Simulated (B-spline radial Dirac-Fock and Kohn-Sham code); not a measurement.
**X-ray form factors of bismuth in several charge states**

Level of theory: Dirac-Fock densities; a radial atomic solver.

Configurations: Bi²¹⁺ [Kr] 4d10 4f14 5s2; Bi²⁴⁺ [Kr] 4d10 4f13; Bi²⁵⁺ [Kr] 4d10 4f12; Bi²⁶⁺ [Kr] 4d10 4f11; Bi²⁹⁺ [Kr] 4d10 4f8. The first column is f₀ of Bi²¹⁺, the others are differences from it.

| s (Å⁻¹) | Bi²¹⁺ | Δ Bi²⁴⁺ | Δ Bi²⁵⁺ | Δ Bi²⁶⁺ | Δ Bi²⁹⁺ |
| --- | --- | --- | --- | --- | --- |
| 0 | 62.000 | -3.000 | -4.000 | -5.000 | -8.000 |
| 0.05 | 61.850 | -2.969 | -3.963 | -4.958 | -7.943 |
| 0.1 | 61.402 | -2.876 | -3.854 | -4.832 | -7.774 |
| 0.15 | 60.669 | -2.728 | -3.678 | -4.630 | -7.500 |
| 0.2 | 59.669 | -2.531 | -3.443 | -4.360 | -7.132 |
| 0.25 | 58.425 | -2.296 | -3.162 | -4.034 | -6.685 |
| 0.3 | 56.967 | -2.033 | -2.845 | -3.666 | -6.176 |
| 0.35 | 55.327 | -1.754 | -2.507 | -3.271 | -5.622 |
| 0.4 | 53.539 | -1.471 | -2.160 | -2.863 | -5.043 |
| 0.45 | 51.637 | -1.195 | -1.818 | -2.456 | -4.456 |
| 0.5 | 49.656 | -0.935 | -1.490 | -2.063 | -3.877 |
| 0.6 | 45.577 | -0.491 | -0.913 | -1.355 | -2.795 |
| 0.7 | 41.523 | -0.170 | -0.471 | -0.792 | -1.877 |
| 0.8 | 37.658 | +0.024 | -0.172 | -0.389 | -1.156 |
| 0.9 | 34.090 | +0.112 | -0.001 | -0.132 | -0.632 |
| 1 | 30.880 | +0.125 | +0.075 | +0.010 | -0.279 |
| 1.1 | 28.049 | +0.096 | +0.089 | +0.070 | -0.060 |
| 1.2 | 25.593 | +0.051 | +0.071 | +0.083 | +0.064 |
| 1.4 | 21.706 | -0.023 | +0.017 | +0.055 | +0.147 |
| 1.6 | 18.941 | -0.045 | -0.007 | +0.031 | +0.146 |

Values without a named source are computed, but for edge energies of neutral atoms, which are taken from tables.
